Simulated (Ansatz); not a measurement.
Ansatz (a quantum-chemistry and plane-wave program) job for octafluoropropane (C3F8), SMILES FC(F)(F)C(F)(F)C(F)(F)F, PBE0-D3(BJ)/def2-SVP. 

Ansatz 0.2 input:
```yaml
crystal:
  periodic: [false, false, false]
  atoms:
    - {symbol: F, position_ang: [1.36035434, -1.08254896, 1.00023657]}
    - {symbol: C, position_ang: [1.30083658, 0.00004512, 0.23339184]}
    - {symbol: F, position_ang: [1.34767706, 1.06903824, 1.02008102]}
    - {symbol: F, position_ang: [2.37011790, 0.01364211, -0.54906206]}
    - {symbol: C, position_ang: [0.00000000, 0.00000000, -0.62531485]}
    - {symbol: F, position_ang: [-0.00040639, 1.08439397, -1.41841183]}
    - {symbol: F, position_ang: [0.00040638, -1.08439398, -1.41841181]}
    - {symbol: C, position_ang: [-1.30083658, -0.00004512, 0.23339185]}
    - {symbol: F, position_ang: [-1.34767706, -1.06903823, 1.02008104]}
    - {symbol: F, position_ang: [-2.37011790, -0.01364212, -0.54906206]}
    - {symbol: F, position_ang: [-1.36035434, 1.08254896, 1.00023657]}
basis:
  gaussian:
    orbitals: def2-SVP
hamiltonian:
  xc: pbe0
  dispersion: d3bj
relax: {f_tol: 0.002, max_steps: 200}
```

Program output:

```
WARN ansatz: RAYON_NUM_THREADS=1 ignored (pool sized by the plan → 1); use --threads N
Functional definition: PBE0
integrals: 0.15 GiB planned
1631 factors; integrals over basis functions are off by at most 1.7e-4 eV
mean field: 1.01 GiB planned
mean field evaluation 1: about -24798.7440 eV, gradient 5.5e1 eV
mean field evaluation 2: about -24794.0290 eV, gradient 7.9e1 eV
mean field evaluation 4: about -24802.9885 eV, gradient 1.8e0 eV
mean field evaluation 8: about -24803.0842 eV, gradient 1.0e-1 eV
mean field evaluation 16: about -24803.0842 eV, gradient 2.1e-5 eV
mean field -24803.08423276 eV, -911.4965334198 hartree, gradient 2.1e-5 eV, S^2 0.000000; 0 other end points of the search recorded, 0 dependent functions left out
the calculation of the forces begins
reference -24803.08424291 eV, -911.4965337926 hartree; 45, 45 occupied and 109, 109 virtual orbitals, 1631 factors
relax step   1: F+E_penalty+E_count = -24803.27223649 eV  Δ(F+E_penalty+E_count) = +0.000e0 eV  max|allowed force component| = 4.730e-1 eV/Å  Δτ_max = 0.0000 Å  (29 SCF iters, accepted)
these checks for a lower state are left out or cut short: starts, cluster_reference, orbital_swaps, neighbouring_geometries, increment
integrals: 0.15 GiB planned
1631 factors; integrals over basis functions are off by at most 1.7e-4 eV
mean field: 1.01 GiB planned
mean field -24803.11606847 eV, -911.4977033604 hartree, gradient 6.6e-6 eV, S^2 0.000000; 0 other end points of the search recorded, 0 dependent functions left out
the calculation of the forces begins
reference -24803.11607863 eV, -911.4977037337 hartree; 45, 45 occupied and 109, 109 virtual orbitals, 1631 factors
relax step   2: F+E_penalty+E_count = -24803.30469010 eV  Δ(F+E_penalty+E_count) = -3.245e-2 eV  max|allowed force component| = 1.530e-1 eV/Å  Δτ_max = 0.0333 Å  (30 SCF iters, accepted)
these checks for a lower state are left out or cut short: starts, cluster_reference, orbital_swaps, neighbouring_geometries, increment
integrals: 0.15 GiB planned
1631 factors; integrals over basis functions are off by at most 1.6e-4 eV
mean field: 1.00 GiB planned
mean field evaluation 32: about -24803.1206 eV, gradient 6.6e-6 eV
mean field -24803.12062703 eV, -911.4978708842 hartree, gradient 6.6e-6 eV, S^2 0.000000; 0 other end points of the search recorded, 0 dependent functions left out
the calculation of the forces begins
reference -24803.12063717 eV, -911.4978712571 hartree; 45, 45 occupied and 109, 109 virtual orbitals, 1631 factors
relax step   3: F+E_penalty+E_count = -24803.30946607 eV  Δ(F+E_penalty+E_count) = -4.776e-3 eV  max|allowed force component| = 3.196e-2 eV/Å  Δτ_max = 0.0222 Å  (31 SCF iters, accepted)
these checks for a lower state are left out or cut short: starts, cluster_reference, orbital_swaps, neighbouring_geometries, increment
integrals: 0.15 GiB planned
1631 factors; integrals over basis functions are off by at most 1.6e-4 eV
mean field: 1.00 GiB planned
mean field -24803.12089258 eV, -911.4978806432 hartree, gradient 1.8e-5 eV, S^2 0.000000; 0 other end points of the search recorded, 0 dependent functions left out
the calculation of the forces begins
reference -24803.12090273 eV, -911.4978810160 hartree; 45, 45 occupied and 109, 109 virtual orbitals, 1631 factors
relax step   4: F+E_penalty+E_count = -24803.30962952 eV  Δ(F+E_penalty+E_count) = -1.635e-4 eV  max|allowed force component| = 6.434e-3 eV/Å  Δτ_max = 0.0050 Å  (23 SCF iters, accepted)
these checks for a lower state are left out or cut short: starts, cluster_reference, orbital_swaps, neighbouring_geometries, increment
integrals: 0.15 GiB planned
1631 factors; integrals over basis functions are off by at most 1.6e-4 eV
mean field: 1.00 GiB planned
mean field -24803.12089124 eV, -911.4978805940 hartree, gradient 5.1e-5 eV, S^2 0.000000; 0 other end points of the search recorded, 0 dependent functions left out
the calculation of the forces begins
reference -24803.12090139 eV, -911.4978809668 hartree; 45, 45 occupied and 109, 109 virtual orbitals, 1631 factors
relax step   5: F+E_penalty+E_count = -24803.30963918 eV  Δ(F+E_penalty+E_count) = -9.656e-6 eV  max|allowed force component| = 2.612e-3 eV/Å  Δτ_max = 0.0009 Å  (21 SCF iters, accepted)
these checks for a lower state are left out or cut short: starts, cluster_reference, orbital_swaps, neighbouring_geometries, increment
integrals: 0.15 GiB planned
1631 factors; integrals over basis functions are off by at most 1.6e-4 eV
mean field: 1.00 GiB planned
mean field -24803.12089458 eV, -911.4978807166 hartree, gradient 5.7e-6 eV, S^2 0.000000; 0 other end points of the search recorded, 0 dependent functions left out
the calculation of the forces begins
reference -24803.12090472 eV, -911.4978810894 hartree; 45, 45 occupied and 109, 109 virtual orbitals, 1631 factors
relax step   6: F+E_penalty+E_count = -24803.30964106 eV  Δ(F+E_penalty+E_count) = -1.882e-6 eV  max|allowed force component| = 1.807e-4 eV/Å  Δτ_max = 0.0016 Å  (24 SCF iters, accepted)
these checks for a lower state are left out or cut short: starts, cluster_reference, orbital_swaps, neighbouring_geometries, increment
integrals: 0.15 GiB planned
1631 factors; integrals over basis functions are off by at most 1.6e-4 eV
mean field: 1.00 GiB planned
mean field -24803.12089711 eV, -911.4978808097 hartree, gradient 1.3e-5 eV, S^2 0.000000; 0 other end points of the search recorded, 0 dependent functions left out
the calculation of the forces begins
reference -24803.12090726 eV, -911.4978811825 hartree; 45, 45 occupied and 109, 109 virtual orbitals, 1631 factors
relax step   7: F+E_penalty+E_count = -24803.30964222 eV  Δ(F+E_penalty+E_count) = -1.162e-6 eV  max|allowed force component| = 1.673e-3 eV/Å  Δτ_max = 0.0022 Å  (22 SCF iters, accepted)
these checks for a lower state are left out or cut short: starts, cluster_reference, orbital_swaps, neighbouring_geometries, increment
integrals: 0.15 GiB planned
1631 factors; integrals over basis functions are off by at most 1.6e-4 eV
mean field: 1.00 GiB planned
mean field evaluation 64: about -24803.1209 eV, gradient 8.4e-6 eV
mean field -24803.12089958 eV, -911.4978809003 hartree, gradient 8.4e-6 eV, S^2 0.000000; 0 other end points of the search recorded, 0 dependent functions left out
the calculation of the forces begins
reference -24803.12090972 eV, -911.4978812730 hartree; 45, 45 occupied and 109, 109 virtual orbitals, 1631 factors
relax step   8: F+E_penalty+E_count = -24803.30964359 eV  Δ(F+E_penalty+E_count) = -1.364e-6 eV  max|allowed force component| = 2.600e-3 eV/Å  Δτ_max = 0.0034 Å  (24 SCF iters, accepted)
these checks for a lower state are left out or cut short: starts, cluster_reference, orbital_swaps, neighbouring_geometries, increment
integrals: 0.15 GiB planned
1631 factors; integrals over basis functions are off by at most 1.6e-4 eV
mean field: 1.00 GiB planned
mean field -24803.12090156 eV, -911.4978809733 hartree, gradient 6.7e-6 eV, S^2 0.000000; 0 other end points of the search recorded, 0 dependent functions left out
the calculation of the forces begins
reference -24803.12091171 eV, -911.4978813461 hartree; 45, 45 occupied and 109, 109 virtual orbitals, 1631 factors
relax step   9: F+E_penalty+E_count = -24803.30964511 eV  Δ(F+E_penalty+E_count) = -1.527e-6 eV  max|allowed force component| = 2.176e-3 eV/Å  Δτ_max = 0.0052 Å  (31 SCF iters, accepted)
these checks for a lower state are left out or cut short: starts, cluster_reference, orbital_swaps, neighbouring_geometries, increment
integrals: 0.15 GiB planned
1631 factors; integrals over basis functions are off by at most 1.6e-4 eV
mean field: 1.00 GiB planned
mean field -24803.12090051 eV, -911.4978809346 hartree, gradient 9.5e-6 eV, S^2 0.000000; 0 other end points of the search recorded, 0 dependent functions left out
the calculation of the forces begins
reference -24803.12091066 eV, -911.4978813074 hartree; 45, 45 occupied and 109, 109 virtual orbitals, 1631 factors
relax step  10: F+E_penalty+E_count = -24803.30964560 eV  Δ(F+E_penalty+E_count) = -4.870e-7 eV  max|allowed force component| = 9.439e-4 eV/Å  Δτ_max = 0.0019 Å  (23 SCF iters, accepted)
integrals: 0.15 GiB planned
1631 factors; integrals over basis functions are off by at most 1.6e-4 eV
mean field: 1.00 GiB planned
mean field evaluation 96: about -24803.1209 eV, gradient 7.4e-4 eV
mean field -24803.12090051 eV, -911.4978809346 hartree, gradient 9.5e-6 eV, S^2 0.000000; 1 other end points of the search recorded, 0 dependent functions left out
the calculation of the forces begins
reference -24803.12091066 eV, -911.4978813074 hartree; 45, 45 occupied and 109, 109 virtual orbitals, 1631 factors
Total energy: -24803.30965575 eV, -911.5048175615 hartree
Atom 0 at     1.369653    -1.075929     0.998656 Å, force     0.000166     0.000093    -0.000410 eV/Å
Atom 1 at     1.306079     0.002451     0.233109 Å, force    -0.000368     0.000001     0.000893 eV/Å
Atom 2 at     1.365653     1.081115     0.998577 Å, force     0.000174    -0.000087    -0.000394 eV/Å
Atom 3 at     2.336682     0.004332    -0.596225 Å, force    -0.000647    -0.000000     0.000191 eV/Å
Atom 4 at     0.000000     0.000000    -0.592501 Å, force     0.000000     0.000000    -0.000039 eV/Å
Atom 5 at    -0.002046     1.090964    -1.364289 Å, force    -0.000000     0.000944    -0.000260 eV/Å
Atom 6 at     0.002046    -1.090964    -1.364289 Å, force     0.000000    -0.000944    -0.000260 eV/Å
Atom 7 at    -1.306079    -0.002451     0.233109 Å, force     0.000368    -0.000001     0.000893 eV/Å
Atom 8 at    -1.365653    -1.081115     0.998577 Å, force    -0.000174     0.000087    -0.000394 eV/Å
Atom 9 at    -2.336682    -0.004332    -0.596225 Å, force     0.000647     0.000000     0.000191 eV/Å
Atom 10 at    -1.369653     1.075929     0.998656 Å, force    -0.000166    -0.000093    -0.000410 eV/Å
Dipole moment:    -0.000000    -0.000000     0.021948 e Å
```

The calculation finished and met its thresholds.
